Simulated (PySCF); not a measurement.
Point-charge models of `FC(C1(OC)CC1)(F)F` against its computed dipole.

Coordinates (GFN2-xTB, Å) and charges (e) from the PBE0/pcSseg-1 density (PySCF):

```tsv
atom	x	y	z	Mulliken	IAO	Hirshfeld	ESP-fitted
C1	1.949	-0.764	-0.059	-0.0219	-0.2087	-0.0447	-0.0876
O2	0.898	-0.470	0.848	-0.4854	-0.3707	-0.1338	-0.2873
C3	-0.256	0.039	0.275	-0.1340	+0.1515	+0.0417	+0.1068
C4	-1.037	-0.967	-0.556	+0.8698	+0.7845	+0.2561	+0.4627
F5	-1.058	-2.184	-0.001	-0.2612	-0.2729	-0.0930	-0.1644
F6	-2.313	-0.601	-0.746	-0.2717	-0.2836	-0.0803	-0.1525
F7	-0.516	-1.125	-1.791	-0.2797	-0.2913	-0.0975	-0.1828
C8	-0.320	1.475	-0.181	-0.1915	-0.3119	-0.0959	-0.3099
C9	-1.027	1.050	1.071	-0.1366	-0.2864	-0.0901	-0.3217
H10	2.161	0.090	-0.709	+0.0963	+0.1296	+0.0388	+0.0707
H11	2.816	-0.980	0.561	+0.1248	+0.1621	+0.0538	+0.1117
H12	1.717	-1.637	-0.675	+0.1106	+0.1386	+0.0331	+0.0886
H13	-0.907	1.700	-1.059	+0.1429	+0.1617	+0.0491	+0.1447
H14	0.580	2.062	-0.081	+0.1436	+0.1626	+0.0556	+0.1828
H15	-0.590	1.329	2.017	+0.1476	+0.1696	+0.0585	+0.1786
H16	-2.104	0.991	1.073	+0.1464	+0.1653	+0.0486	+0.1596
```

Form Σ q r in debye for every column and set it beside the full dipole.

The full density gives (1.28, 1.85, 0.00) D, 2.25 D in size; dipole vectors point from the negative to the positive end.

| scheme | μx | μy | μz | size (D) | share of the full size (%) | angle to the full dipole (°) |
| --- | --- | --- | --- | --- | --- | --- |
| Mulliken | 1.02 | 2.91 | -0.57 | 3.14 | 140 | 19 |
| IAO | 1.79 | 2.59 | 0.13 | 3.15 | 140 | 2 |
| Hirshfeld | 0.56 | 0.94 | 0.04 | 1.10 | 49 | 4 |
| ESP-fitted | 1.29 | 1.88 | 0.01 | 2.28 | 101 | 0 |

Which set comes closest?

Length of the difference vector: ESP-fitted 0.03 D, IAO 0.91 D, Hirshfeld 1.15 D, Mulliken 1.24 D. Closest: ESP-fitted. 

What is left for the Hirshfeld atoms' own dipoles?

The shares of the density sum to the whole, so what Σ q r misses lies in dipoles about the nuclei. The atomic dipoles sum to (1.28, 1.85, 0.00) − (0.56, 0.94, 0.04) = (0.72, 0.91, -0.04) D, 1.15 D in size.

With the origin at the mean of the coordinates, (0.000, 0.001, -0.001) Å, which are the largest single terms, by size, of the Hirshfeld dipole along the direction of the full one?

C4 -1.70, F5 +1.07, F6 +0.70, F7 +0.57, H14 +0.54 D; all 16 atoms together +1.10 D. The single terms depend on the origin, their sum doesn't.

Give the size of the full dipole in other units.

2.25 D = 0.884 au = 0.468 e·Å = 7.50 × 10⁻³⁰ C·m.

The structure is a single GFN2-xTB conformer in the gas phase; no vibrational or solvent corrections.

These values come from a run that also computed NMR shieldings. Time: 50 s wall; peak memory 0.89 GiB. Hardware: Arm Neoverse N1, one thread, shared host with 64 logical CPUs at a one-minute load of 56.

Shape of the structure used: `[CH3:1][O:2][C:3]1([C:4]([F:5])([F:6])[F:7])[CH2:8][CH2:9]1`: C1–O2–C3–C4 70°, O2–C3–C4–F5 39°.
